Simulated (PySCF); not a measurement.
Compound: C₇H₁₂BP.
Atom-mapped SMILES: `[BH3-:1][P@+:2]1([CH:3]=[CH2:4])[CH:5]=[CH:6][CH:7]=[C:8]1[CH3:9]` (hydrogens: H10, H11, H12 on B1; H13 on C3; H14, H15 on C4; H16 on C5; H17 on C6; H18 on C7; H19, H20, H21 on C9)

Structure used (PBE0-D3(BJ)/def2-SVP), in Å, numbered top down from 1:
```xyz
21
C7H12BP angstrom
B     -0.669    0.221    2.037
P     -0.419   -0.264    0.197
C     -1.437    0.651   -0.987
C     -2.277    1.608   -0.587
C     -0.528   -1.995   -0.301
C      0.655   -2.372   -0.830
C      1.670   -1.315   -0.909
C      1.281   -0.107   -0.443
C      2.062    1.154   -0.357
H     -1.849   -0.002    2.267
H     -0.374    1.411    2.046
H      0.109   -0.485    2.657
H     -1.326    0.384   -2.044
H     -2.886    2.164   -1.307
H     -2.383    1.863    0.472
H     -1.399   -2.633   -0.150
H      0.865   -3.389   -1.172
H      2.670   -1.509   -1.307
H      2.143    1.488    0.691
H      1.565    1.969   -0.908
H      3.075    1.025   -0.765
```

Computed with TDDFT CAM-B3LYP/def2-SVPD, vertical, gas phase, core orbitals frozen in the response in PySCF 2.14.0, density-fitted response routines.

Kohn–Sham orbitals with the atoms that hold most of them (Löwdin shares over 4%, at most four atoms; ? is withheld):

```tsv
orbital	ε (eV)	atoms
HOMO-3	-9.62	B1 39%, H11 22%, H12 12%, H10 9%
HOMO-2	-9.59	B1 39%, H12 22%, H10 16%, P2 8%
HOMO-1	-9.38	B1 28%, P2 22%, H11 9%, H10 9%
HOMO	-8.29	?
LUMO	?	?
LUMO+1	0.22	C4 36%, C3 28%, P2 8%, H14 6%
LUMO+2	1.16	C9 13%, C7 11%, C3 8%, C4 8%
```

Q: Give the leading atoms of the LUMO.

A: C6 (bonded to 2 C and H) 20%; C5 (bonded to C, P and H) 18%; C8 (bonded to 2 C and P) 18%; C7 (bonded to 2 C and H) 16%.

Q: Which atoms hold the HOMO, and with what shares?

A: C5 (bonded to C, P and H) 24%; C8 (bonded to 2 C and P) 22%; C7 (bonded to 2 C and H) 18%; C6 (bonded to 2 C and H) 14%.

Q: What is the LUMO energy, and the HOMO–LUMO gap?

A: ε(LUMO) = -0.74 eV; the gap is 7.55 eV (0.2776 hartree).

Q: How does S1 compare with the orbital gap of 7.55 eV?

A: S1 is at 4.47 eV (f = 0.062), 3.09 eV below the gap, made of HOMO→LUMO (98%). Without the coupling terms of the response equations the lowest excitation would equal the gap.

Q: Give energy, strength and leading configuration of S1, S2 and S7, and follow the Löwdin shares of the leading atoms from the occupied to the empty orbital.

A: 
- S1 (4.47 eV, f 0.062), HOMO→LUMO (98%): C5 24% → 18%, C8 22% → 18%, C6 14% → 20%
- S2 (5.57 eV, f 0.045), HOMO-1→LUMO (76%): B1 28% → at most 16%, P2 22% → at most 16%, C6 at most 9% → 20%, C5 at most 9% → 18%
- S7 (6.45 eV, f 0.0043), HOMO-1→LUMO+1 (80%): B1 28% → at most 6%, P2 22% → 8%, C4 at most 9% → 36%, C3 at most 9% → 28%

On one thread of an Arm Neoverse V2, no GPU, shared host with 96 logical CPUs at a one-minute load of 40, this took 7.7 min of wall time and 1.5 GiB of memory at its peak.

One conformer stands for the species.
